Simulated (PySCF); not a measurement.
Working out the ionisation energy of Te

Te [Kr] 4d10 5s2 5p4 (3P) → Te⁺ [Kr] 4d10 5s2 5p3 (4S). All numbers are calculated (PySCF 2.14, scalar relativity by spin-free X2C-1e, in x2c-TZVPPall with one added diffuse shell each of s, p, d, f type (9s7p5d3f, 76 functions)). Frozen: [Kr] 4d10. Energies in hartree (1 hartree = 27.21139 eV):

| part | Te (lower) | Te⁺ (upper) |
| --- | --- | --- |
| UHF | -6790.855660 | -6790.570447 |
| CCSD correlation | -0.098830 | -0.072048 |
| (T) | -0.003106 | -0.002016 |

What does Hartree-Fock give?

(-6790.570447) − (-6790.855660) = 0.285213 hartree = 7.761 eV.

What do CCSD and CCSD(T) give?

The CCSD correlation energies differ by 0.026782 hartree = 0.729 eV and the triples by 0.001090 hartree = 0.030 eV, so CCSD gives 8.490 eV and CCSD(T) 8.520 eV.

Measured between the centres of the two terms (NIST): 8.749 eV, so CCSD(T) (valence) is off by -0.229 eV.

What remains against the reference includes basis incompleteness, the frozen core and higher excitations.
